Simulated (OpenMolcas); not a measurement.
Tl⁺: effect of the active space

- Program: OpenMolcas
- Method: CASSCF or its RAS form
- Basis: ANO-R3
- Scalar Hamiltonian: X2C, finite nucleus
- Spin-orbit coupling: RASSI with atomic mean-field integrals over the reference wave functions, term energies averaged over their components

A. 2 electrons in 4 orbitals (6s 6p); 2S+1 = 3 even, 3 roots; 2S+1 = 1 even, 7 roots; 2S+1 = 3 odd, 3 roots; 2S+1 = 1 odd, 3 roots; cost roughly 27 core-seconds
B. 2 electrons in 9 orbitals (RAS2 6s 6p; RAS3 6d, at most 2 electrons); 2S+1 = 3 even, 3 roots (0 in the spin-orbit step); 2S+1 = 1 even, 1 root; 2S+1 = 3 odd, 3 roots; 2S+1 = 1 odd, 3 roots; cost about 30 core-seconds

Energies in cm⁻¹ above 6s² ¹S₀, the measured ground level; measured values from NIST Handbook of Basic Atomic Spectroscopic Data.

| Level | A | B | Measured |
| --- | --- | --- | --- |
| 6s² ¹S₀ | 0.0 | 0.0 | 0.0 |
| 6s 6p ³P°₀ | 42821 | 44805 | 49451 |
| 6s 6p ³P°₁ | 45858 | 47733 | 52394 |
| 6s 6p ³P°₂ | 53314 | 55309 | 61728 |
| 6s 6p ¹P°₁ | 74902 | 74774 | 75663 |

Deviations, from unrounded energies. A percentage is the sum of absolute deviations over the sum of measured energies, with the sign that they share, or ± where signs differ.

```json
{"Against measurement": "mean absolute deviation (cm-1)", "Levels": "4", "A": "5600", "B": "4200"}
{"Against measurement": "other configurations (%)", "Levels": "4", "A": "-9.3", "B": "-6.9"}
```

B lies closest to measurement on these levels. The largest miss of B in the table is 6s 6p ³P°₂, by -6400 cm-1. The ranking rests on the paired levels alone, and a cruder setting can come out closer through cancelling errors.

Between A and B the level of the table that moves most is 6s 6p ³P°₂, by 2000 cm-1 (lowest in A, highest in B).

Spin-orbit splittings of 6p shells tend to come out small when the coupling is added on scalar orbitals. Some high roots are left out of the spin-orbit mixing, which shifts the levels that they would mix with (holds for B). Active for correlation alone: 6d; no level in the range computed is led by a configuration that fills it, so any true level of that kind is missing (holds for B). Measured partners are found by configuration, term and J. A level has none where our copy of the source lacks it or the pairing is in doubt (some pairs that miss far off the trend of their configuration count as doubtful), and it then counts in no deviation. Levels of configurations outside the active space are missing. Levels that lie high or do not pair safely by name in every column are left out.

° marks odd parity.
